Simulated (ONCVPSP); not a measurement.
## Ni, ONCV: configuration errors across variants

```
Element                 : nickel (Ni)
Generator               : ONCVPSP 4.0.1
Type                    : optimised norm-conserving Vanderbilt (ONCV)
Functional              : PBE
Relativity              : scalar-relativistic
Frozen core             : [Ne]
Valence charge          : 18
Reference configuration : 3s2 3p6 3d8 (charge +2)
Partial waves           : 3s: rc 0.95 bohr, ncon 4, nbas 8, qcut 15.1 1/bohr, 2 projectors, debl 0.7 Ha; 3p: rc 1.15 bohr, ncon 4, nbas 7, qcut 12.5 1/bohr, 2 projectors, debl 0.7 Ha; 3d: rc 0.90 bohr, ncon 4, nbas 8, qcut 16.4 1/bohr, 2 projectors, debl 1.3 Ha
Local potential         : polynomial inside 0.70 bohr (lpopt 2, dvloc0 -1 Ha)
Core correction         : Teter function, fcfact 4.25, rcfact 1.65
```

In the s channel the program set the typed energies aside and used -4.805, 0.250 Ha. In the p channel the program set the typed energies aside and used -3.348, 0.250 Ha.

All-electron excitation energies from the reference (eV): (1) 3s2 3p6 3d8 4s2 -26.674; (2) 3s2 3p6 3d8 4s1 -17.351; (3) 3s2 3p6 3d7 37.467; (4) 3s2 3p6 3d8 4s1.5 -22.956.

3 further variants failed, have other tests or too few solved ones, and are left out.

Errors AE − PS in meV (a dash: test not solved or not reliable):

```tsv
change	(1)	(2)	(3)	(4)	bound ghosts	GHOST(+) flags above zero
base	+3.5	+1.8	+2.2	+2.7	none	none
all radii but the core radius scaled by about 0.92 (s 0.88, p 1.06, d 0.82 bohr); local potential polynomial inside 0.64 bohr (lpopt 2, dvloc0 -1 Ha)	+3.1	+1.7	+1.5	+2.5	none	none
all radii but the core radius scaled by about 1.07 (s 1.02, p 1.22, d 0.96 bohr); local potential polynomial inside 0.74 bohr (lpopt 2, dvloc0 -1 Ha)	+3.8	+1.9	+3.0	+2.9	none	none
all radii but the core radius scaled by about 1.09 (s 1.04, p 1.26, d 0.98 bohr); local potential polynomial inside 0.76 bohr (lpopt 2, dvloc0 -1 Ha)	+3.9	+2.0	+3.5	+3.0	none	none
all radii but the core radius scaled by about 1.24 (s 1.18, p 1.42, d 1.12 bohr); local potential polynomial inside 0.86 bohr (lpopt 2, dvloc0 -1 Ha)	+4.2	+2.0	+6.0	+3.1	none	none
```

(1) Give the same row for: all radii but the core radius scaled by about 1.20 (s 1.14, p 1.38, d 1.08 bohr); local potential polynomial inside 0.84 bohr (lpopt 2, dvloc0 -1 Ha).

Answers

(1) +4.4, +2.1, +5.3, +3.3; bound ghosts: none; GHOST(+) flags above zero: none.
